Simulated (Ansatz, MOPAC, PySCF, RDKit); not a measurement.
Pair of molecules: C2H2 (SMILES C#C) (first 4 atoms) with CH3Cl (SMILES CCl); geometry from B3LYP-D3(BJ)/def2-TZVP, rigid monomers moved along the line of their centres of mass till H3···Cl6 is 4.96 Å.
(charge 0, multiplicity 1):
```xyz
9

C      0.411     0.076     0.035
C      0.550    -0.820    -0.747
H      0.283     0.860     0.745
H      0.676    -1.608    -1.449
C     -0.723    -0.258     5.592
Cl    -0.674     1.539     5.562
H      0.038    -0.604     6.285
H     -1.711    -0.562     5.922
H     -0.523    -0.619     4.588
```

Interaction energies are E(AB) − E(A) − E(B) at the monomers' geometry in the complex; basis-set methods are counterpoise corrected.

The state reached by AM1 isn't checked.

Codes used: Ansatz (Gaussian orbitals); MOPAC for AM1 (differences of heats of formation); PySCF for the dispersion terms; RDKit for the force fields. Values without a source in brackets are computed.

What interaction energy does MMFF94 give?

-10 meV

What is the computed interaction energy (B3LYP-D3(BJ)/def2-TZVPPD)?

-14 meV

Give the interaction energy at the level AM1.

-5 meV

Ansatz is an electronic-structure program.
